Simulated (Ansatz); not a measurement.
Stepwise reaction of `O[Si](O)(F)F` with hydrogen chloride, as a gas-phase model of exchange steps in deposition or etching. ΔE in kJ/mol.

Gas-phase electronic energies from Ansatz, PBE0-D4/def2-TZVP geometries. CBS: MP2 limit from def2 TZ/QZ plus the TZ coupled-cluster correction, frozen cores. This one scheme is used for every species. Functionals use def2-TZVPP. B3LYP here is the variant with VWN-RPA as its local correlation; programs differ in this. Each species was taken in one conformer, which may not be the lowest.

```tsv
step	reaction	PBE-D4	B3LYP-D4	ωB97M-V	CCSD(T)/CBS
1	`O[Si](O)(F)F` + HCl → `O[Si](O)(F)Cl` + H–F	44.3	54.7	53.2	52.9
```

Task: Give the row of step 2, `O[Si](O)(F)Cl` + HCl → `O[Si](O)(Cl)Cl` + H–F. (Best estimate.)

Result: Ansatz gave: 
| step | reaction | PBE-D4 | B3LYP-D4 | ωB97M-V | CCSD(T)/CBS |
| --- | --- | --- | --- | --- | --- |
| 2 | `O[Si](O)(F)Cl` + HCl → `O[Si](O)(Cl)Cl` + H–F | 42.7 | 53.4 | 52.5 | 50.7 |

Task: By hand: ΔE of the 2 steps together at CCSD(T)/CBS.

Result: (52.9) + (50.7) = 103.6 kJ/mol, or 51.8 kJ/mol a step.

In ΔE the steps differ by no more than 2.2 kJ/mol. All are uphill at CCSD(T)/CBS. PBE-D4 differs from CCSD(T)/CBS by -8.6 to -8.0 kJ/mol a step. Isolated molecules leave out the surface, adducts and barriers. Largest T1 diagnostic: 0.011.
